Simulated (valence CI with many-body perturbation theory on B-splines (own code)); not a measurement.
# A CI+MBPT run for C

Level of theory: valence CI with perturbative core correlation (CI+MBPT): four valence electrons over a frozen Dirac-Fock core [He], a basis of 11 s, 11 p, 9 d, 7 f, 5 g, 2 h, 1 i functions for each j, with the one-electron correlation potential Σ1 (screened to all orders), the two-electron term Σ2, the three-electron term Σ3, Breit, model QED; selected single and double excitations, second order for the rest, scaled by the run's own slope (own B-spline code, finite nucleus).

Command, and the settings that its task file holds:

```sh
python run_cv.py task.json out
```

```
atom C  Z=6  mass_number=12  rms_radius_fm=2.4702
core [He]
valence 2s2 2p2
avg = 1
basis = L
breit = 1
cap = 40000
capref = 1200
cscale = 1
de = 0.0
dress = 0
eps = 2e-08
extrap = 1
h = 0.27
hh = 1
l2 = 3
lcore = 6
maxit = 60
n2 = 5
natural = 1
nlev = 60
nno = [7, 7, 6, 5, 4, 2, 1]
nroot = 26
nsp = [4, 4, 3, 2, 1, 0, 0]
pt2 = 1
qed = 1
rpa = 1
s1 = 1
s2 = 1
s3 = 1
screen = 1
tol = 2e-05
whole = 1
```

Q: Roughly how long does this run take on one core of Intel(R) Xeon(R) Processor @ 2.30GHz, and how much memory?

A: 8.5 min on 1 thread of Intel(R) Xeon(R) Processor @ 2.30GHz, on a shared host, peak memory 1.2 GiB.

Log. The first blocks belong to the next ion, which gives the ionisation energy. Fields: 2J, parity (1 odd), roots, reference size, generating configurations, candidates as configurations/state functions, variational space P, stored matrix elements, Davidson steps; e2 is the range of second-order energies in hartree. The first line gives the box (bohr), its intervals, the orbitals and the steps of their self-consistent field. Window is the range of levels sought, series limit the energy at which the first omitted orbital would enter, core excitation an estimate of the first excitation out of the core, left out the lowest levels not solved, and shifts from estimates the range by which levels moved from their first estimate, all in cm⁻¹.

```
rmax 73.4 intervals 71 orbitals 81 references ['2s2 2p2'] scf 10 t 1.0
2J=1 par=1 roots 2 ref 38 generators 13 cand 2985/4347 P 3015/4385 nnz 2e+06 it 10
2J=1 par=1 roots 2 ref 38 generators 82 cand 3221/4727 P 6236/9112 nnz 6.3e+06 it 10
   second order: generators 130 cand 17284/26109 e2 -0.00004 -0.00004
2J=3 par=1 roots 2 ref 54 generators 15 cand 2005/3881 P 2041/3935 nnz 2.4e+06 it 11
2J=3 par=1 roots 2 ref 54 generators 77 cand 4014/7847 P 6055/11782 nnz 1.1e+07 it 11
   second order: generators 135 cand 25463/54969 e2 -0.00007 -0.00006
reference levels 129, estimated 128, window 83977 1/cm; series limit 86409, core excitation 2360966
2J=0 par=0 roots 8 ref 8 generators 88 cand 3236/5044 P 5276/7997 nnz 3.4e+06 it 7
2J=0 par=0 roots 8 ref 8 generators 223 cand 20024/32458 P 25300/40455 nnz 3.8e+07 it 10
   second order: generators 426 cand 235890/449249 e2 -0.00030 -0.00017
2J=2 par=0 roots 15 ref 15 generators 168 cand 1665/5472 P 2707/8052 nnz 4.6e+06 it 6
2J=2 par=0 roots 15 ref 15 generators 367 cand 9142/33683 P 11849/41735 nnz 6.2e+07 it 10
   second order: generators 651 cand 324461/1489941 e2 -0.00208 -0.00097
2J=4 par=0 roots 17 ref 17 generators 198 cand 1504/5452 P 2476/7975 nnz 4.9e+06 it 7
2J=4 par=0 roots 17 ref 17 generators 431 cand 7109/31999 P 9585/39974 nnz 6.5e+07 it 9
   second order: generators 481 cand 334584/2227240 e2 -0.00241 -0.00193
2J=4 par=1 roots 20 ref 20 generators 217 cand 1534/5467 P 2419/7993 nnz 5.9e+06 it 13
2J=4 par=1 roots 20 ref 20 generators 525 cand 7043/32366 P 9462/40359 nnz 6.8e+07 it 15
   second order: generators 573 cand 388123/2588610 e2 -0.00623 -0.00104
2J=0 par=1 roots 7 ref 7 generators 94 cand 3265/5099 P 5621/8626 nnz 3.5e+06 it 8
2J=0 par=1 roots 7 ref 7 generators 227 cand 21710/36405 P 27331/45031 nnz 4.4e+07 it 10
   second order: generators 465 cand 255584/486966 e2 -0.00050 -0.00018
2J=2 par=1 roots 18 ref 19 generators 224 cand 1720/5481 P 2732/7996 nnz 4.9e+06 it 25
2J=2 par=1 roots 18 ref 19 generators 490 cand 8850/32001 P 11582/39997 nnz 5.9e+07 it 35
   second order: generators 837 cand 382276/1774523 e2 -0.01599 -0.00120
2J=6 par=1 roots 13 ref 13 generators 163 cand 1239/5408 P 2183/7946 nnz 5e+06 it 7
2J=6 par=1 roots 13 ref 13 generators 383 cand 6321/32052 P 8504/39998 nnz 6.8e+07 it 10
   second order: generators 409 cand 326047/2714211 e2 -0.00406 -0.00194
2J=6 par=0 roots 11 ref 11 generators 156 cand 1174/5503 P 2127/8063 nnz 4.9e+06 it 6
...
2J=10 par=0 roots 2 ref 2 generators 62 cand 7007/38641 P 9226/47892 nnz 9.6e+07 it 8
   second order: generators 134 cand 152310/1301786 e2 -0.00032 -0.00032
2J=10 par=1 roots 3 ref 3 generators 45 cand 901/5338 P 1497/7998 nnz 7.9e+06 it 6
2J=10 par=1 roots 3 ref 3 generators 86 cand 3949/27635 P 5446/35633 nnz 9.1e+07 it 8
   second order: generators 172 cand 175129/1428338 e2 -0.00025 -0.00025
2J=12 par=1 roots 1 ref 1 generators 15 cand 1012/4456 P 2041/9312 nnz 1e+07 it 6
2J=12 par=1 roots 1 ref 1 generators 31 cand 3197/19029 P 5238/28341 nnz 5.8e+07 it 7
   second order: generators 67 cand 109983/826076 e2 -0.00024 -0.00024
left out: unestimated 109653, estimated none, shifts from estimates -761 to 109
operators 0.3
```

The Davidson iterations converged.

Against 36 measured levels this calculation errs by 37 cm⁻¹ on average and by 83 at most. These come from a selection out of the NIST Handbook of Basic Atomic Spectroscopic Data. Levels without a partner in it may be off by more. Among the levels kept, up to 900 cm⁻¹ of a level comes from second order outside the variational space, and about a tenth of that is noise between levels of different J, which matters for small intervals.

* Valence energy: -5.439666 hartree
* Ionisation energy: 11.254 eV (NIST: 11.2603 eV (measured))
* Reference configurations for the orbitals: 2s2 2p2
* Radial orbitals: 81
* Box radius: 73.39 bohr
* Largest variational space: 47892
* Lowest levels: 2s²2p² ³P_0 0.0000, 2s²2p² ³P_1 0.0023, 2s²2p² ³P_2 0.0069, 2s²2p² ¹D_2 1.271, 2s²2p² ¹S_0 2.694, 2s2p³ ⁵S°_2 4.175, 2s²2p3s ³P°_0 7.474, 2s²2p3s ³P°_1 7.477, 2s²2p3s ³P°_2 7.481, 2s²2p3s ¹P°_1 7.680, 2s2p³ ³D°_1 7.947, 2s2p³ ³D°_2 7.948, 2s2p³ ³D°_3 7.948, 2s²2p3p ¹P_1 8.532 eV
